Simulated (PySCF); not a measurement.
C3H6FNSi, SMILES F[C@H]1C[SiH2]C=N1.

The structure is a stationary point at PBE-D3(BJ)/def2-SVP. The structure was generated by enumeration; whether it is a known compound was not checked. Other conformers were not sampled.

Two levels are set side by side: TDDFT-PBE/def2-SVPD (PySCF) and TDDFT-ωB97X/def2-SVPD (PySCF). Vertical, same geometry. The lowest singlet is HOMO→LUMO 100 % with PBE and HOMO→LUMO 96 % with the other functional; states are paired by order. Differences are taken from unrounded values.

```tsv
quantity	TDDFT-ωB97X	TDDFT-PBE	TDDFT-PBE minus TDDFT-ωB97X
lowest singlet excitation (eV)	4.38	4.09	-0.29
lowest triplet excitation (TDA) (eV)	3.61	3.30	-0.31
first bright state (f over 0.05) (eV)	7.11	6.77	-0.34
its oscillator strength	0.09	0.06	-0.03
```

Functionals without exact exchange tend to place singlet excitations lower, as here. Differences between two approximate levels are no errors against the true value.

Rough cost on one machine, each run with all the roots and properties that it gave: TDDFT-ωB97X against TDDFT-PBE about 8 times.
